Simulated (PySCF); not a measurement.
BeO, singlet, at a GFN2-xTB geometry (such geometries of metal compounds can be far from the true shape). Base run: HF/aug-cc-pVDZ (PySCF).

The PySCF input:
```python
from pyscf import gto, scf

mol = gto.M(
    atom='''
Be   -0.000000   -0.000000   -0.863051
O     0.000000    0.000000    0.431525
''',
    basis='aug-cc-pvdz',
    charge=0,
    spin=0,
    verbose=4,
)

mf = scf.RHF(mol)
mf.kernel()
```

Variants of this job, named by their change:

```csv
change,ΔE vs base (mEh),SCF cycles,outcome
base,0.000,10,converged
diis_space = 2,0.000,20,converged
damp = 0.5; diis_start_cycle = 5,0.000,12,converged
diis = off (with mf.max_cycle = 100),-,100,not converged
conv_tol = 1e-6,0.000,8,converged
diis = off; damp = 0.3 (with mf.diis_start_cycle = 200; with mf.max_cycle = 150),0.000,30,converged
DIIS = ADIIS,0.000,24,converged
solver = newton; init_guess = 1e,0.000,-,converged
level_shift = 0.3 (with mf.max_cycle = 100),0.000,16,converged
solver = newton,0.000,-,converged
init_guess = huckel,0.000,11,converged
diis_space = 4,0.000,10,converged
conv_tol = 1e-12,0.000,12,converged
```
